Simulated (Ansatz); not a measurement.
`[OH][Sn]([F])([F])[Cl]` at its PBE0-D4/def2-TZVP geometry, where that method's forces vanish. Charge 0, multiplicity 1. Sn takes the def2 core potential.

```xyz
6

O     0.3827   -0.2237    1.5213
Sn    0.0909   -0.0272   -0.3688
F     1.7661   -0.2678   -1.1963
F    -1.0211   -1.4164   -1.0116
Cl   -0.8238    1.9628   -0.9977
H    -0.3948   -0.0277    2.0530
```

Question: What forces (eV/Å) does PBE-D4/def2-TZVPP give on these atoms in Ansatz 0.2.0? (Estimate.)

Answer: Ansatz gave: 
```
O1   0.548 -0.190  0.451
Sn2 -0.193  0.317  0.035
F3   0.664 -0.099 -0.309
F4  -0.434 -0.558 -0.262
Cl5 -0.188  0.423 -0.139
H6  -0.397  0.107  0.224
```
